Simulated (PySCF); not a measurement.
Bi(F)3 anion (BiF₃), SMILES [F][Bi]([F])[F] (connectivity only; charge and spin as stated), charge -1, multiplicity 2.

Coordinates come from a B3LYP-D3(BJ)/def2-SVPD optimisation. The spin state was assumed, not searched. The isomer is the one that the SMILES or the coordinates give; other isomers of the formula were not compared. The def2 effective core potentials stand for the cores of Bi; spin–orbit coupling is left out.

The numbers are results of B3LYP-D3(BJ)/def2-SVPD (PySCF 2.14.0), not measurements.

Frequencies are harmonic and unscaled.

Modes within 1.5 cm⁻¹ of each other (mostly degenerate sets) share a row, with their intensities summed.

```csv
mode,ν (cm⁻¹),IR (km/mol),moving atoms (share of kinetic energy)
1–2,57,5.6,F 93 %
3,91,32.2,"F 79 %, Bi 21 %"
4–5,385,436.4,"F 86 %, Bi 14 %"
6,427,0.0,F 100 %
```
